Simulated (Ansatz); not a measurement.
Task: Name a neutral molecule of C, Cl, F and H with size of the dipole moment (PBE/def2-TZVPP) between 1.00 and 1.30 D and zero-point energy (PBE0-D4/def2-TZVP) between 160 and 176 kJ/mol (Ansatz, PBE0-D4/def2-TZVP geometry).

Result: `FC(F)(F)CC(Cl)Cl` (1.15 D, 166.2 kJ/mol). Other molecules can fit too; these were computed, each in one conformer that needn't be the lowest.
